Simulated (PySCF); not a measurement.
Two species compared at the same levels of theory.

First species: C₃H₁₀GaNSi.
SMILES: `CC#[N+][GaH2-][CH2][SiH3]`

Second species: C₄H₇F₃Si.
Z-matrix (Å and degrees, PBE0-D3(BJ)/def2-SVP geometry), rows numbered from 1:
```
C 
C   1  1.5100
C   2  1.5431  1  118.87
Si  3  1.8513  2   65.68  1  -116.57
C   4  1.9231  2  115.34  3   102.95
F   5  1.3430  4  110.10  2   -25.96
F   5  1.3410  4  112.97  2  -145.81
F   5  1.3419  4  112.11  2    93.30
H   1  1.1003  2  111.27  3   167.78
H   1  1.1032  2  111.00  3   -72.00
H   1  1.1018  2  111.83  3    47.74
H   2  1.0982  1  113.84  3   136.97
H   3  1.0954  2  117.39  4  -112.26
H   3  1.0969  2  115.72  4   110.65
H   4  1.4807  2  124.40  3  -107.04
```

Levels: CAM-B3LYP/def2-SVPD for dipole moment, HOMO energy, LUMO energy, HOMO–LUMO gap, static isotropic polarisability and electronic spatial extent ⟨r²⟩ about the centre of nuclear charge; TDDFT CAM-B3LYP/def2-SVPD for lowest singlet excitation; TDA CAM-B3LYP/def2-SVPD for lowest triplet excitation (Tamm–Dancoff); ΔSCF CAM-B3LYP/def2-SVPD for vertical ionisation energy; PBE0-D3(BJ)/def2-SVP for rotational constant A and rotational constant C. Geometries: PBE0-D3(BJ)/def2-SVP. Each species is one conformer at its optimised geometry, gas phase, non-relativistic unless stated. Electronic properties by PySCF.

Dipoles, sizes and rotational constants follow the conformer. The torsions of the flexible species, by atom-mapped SMILES:
- `[CH3:1][C:2]#[N+:3][GaH2-:4][CH2:5][SiH3:6]`: N3–Ga4–C5–Si6 -51°
- `[CH3:1][C@@H:2]1[CH2:3][Si@H:4]1[C:5]([F:6])([F:7])[F:8]`: C3–Si4–C5–F6 29°

Which of the two has the higher dipole moment, and by how much?

The first: 6.74 D against 2.47 D, a difference of 4.27 D.

Which of the two has the higher ⟨r²⟩, and by how much?

The first: 1503 bohr² against 1292 bohr², a difference of 211 bohr².

Which has the higher HOMO–LUMO gap?

The second: 9.42 eV against 8.75 eV, a difference of 0.67 eV.

Which has the higher LUMO energy?

The second: 0.91 eV against 0.39 eV, a difference of 0.52 eV.

Which of the two has the higher HOMO energy, and by how much?

The first: -8.36 eV against -8.51 eV, a difference of 0.15 eV.

Which has the higher T1 energy?

The first: 5.92 eV against 5.08 eV, a difference of 0.84 eV.

Which has the higher rotational constant A?

The second: 3.348 GHz against 1.805 GHz, a difference of 1.543 GHz.

Which of the two has the higher rotational constant C, and by how much?

The second: 0.945 GHz against 0.761 GHz, a difference of 0.184 GHz.

On the first: The dipole equals about 22.5 × 10⁻³⁰ C·m (1 D = 3.33564 × 10⁻³⁰ C·m). The principal polarisabilities are 87.7, 107.6 and 115.7 au; their mean is the isotropic value. The calculation is non-relativistic and has no spin–orbit coupling, an omission that weighs most on gallium.

On the second: The ΔSCF ionisation energy exceeds −ε(HOMO) by 0.77 eV with CAM-B3LYP. In wavenumbers S1 is 52000 cm⁻¹ (1 eV = 8065.54 cm⁻¹).
